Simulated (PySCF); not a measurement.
## Peak assignment

Mapped SMILES: `[CH2:1]=[CH:2]/[C:3](=[CH:4]/[SiH3:5])[Si@H:6]([PH2:7])[Cl:8]` (H(Xn): hydrogen on atom n). Ha(C1) is cis to C3; Hb(C1) is trans to C3.

[PySCF: PBE0/pcSseg-1 with gauge-including orbitals; GFN2-xTB geometry; a single conformation; no solvent model; rapidly exchanging positions averaged; non-relativistic]

δ = σ(ref) − σ, references computed at the same level: 13C (186.93 ppm) and 1H (31.72 ppm) vs TMS.

Task: Assign these signals to the numbered atoms. 13C{1H} NMR (computed): δ 164.8 (C), 153.6 (CH), 152.5 (CH), 123.0 (CH2).

Result: 
```tsv
δ (ppm)	atoms	environment	reason
164.8	C3	fully substituted alkene carbon	an sp2 carbon of a C=C bond
153.6	C4	alkene CH	an sp2 carbon of a C=C bond
152.5	C2	alkene CH	–
123.0	C1	terminal =CH2 carbon	as expected for a trigonal carbon in a double bond
```

C4 and C2 lie closer than the usual error of such a calculation, so a measured spectrum could show them in the other order.

Task: Assign these signals to the numbered atoms. 1H NMR (300 MHz, computed): δ 7.13 (m, 1H), 6.66 (m, 1H), 6.35 (m, 1H), 5.46 (m, 1H), 5.15 (m, 1H), 4.47 (d, 3H), 1.47 (m, 2H).

Result: 
7.13 → H(C4), hydrogen on an alkene CH: olefinic region
6.66 → H(C2), hydrogen on an alkene CH
6.35 → H(Si6), hydrogen on a silicon bonded to C, Cl, P
5.46 → Hb(C1), hydrogen on a terminal =CH2 carbon: olefinic region
5.15 → Ha(C1), hydrogen on a terminal =CH2 carbon
4.47 → H(Si5), hydrogen on a silicon bonded to C
1.47 → H(P7), hydrogen on a phosphorus bonded to Si

Splittings by 31P in the carbon and heteronuclear signals aren't shown, as no couplings were computed. Shifts are as computed. Against solution values, carbons near 30 ppm lie about +3 ppm off and those near 130 ppm about +5 ppm. Of 1309 compounds with measured shifts, 239 miss one by over three times the rms of a fit or turn the order of signals round; such compounds aren't used in these exercises. No couplings were computed; multiplicities are counted from neighbouring protons, with m where these are inequivalent, close in shift, in a saturated or five-membered ring or joined by F or P, and br s for small geminal =CH2 splittings.
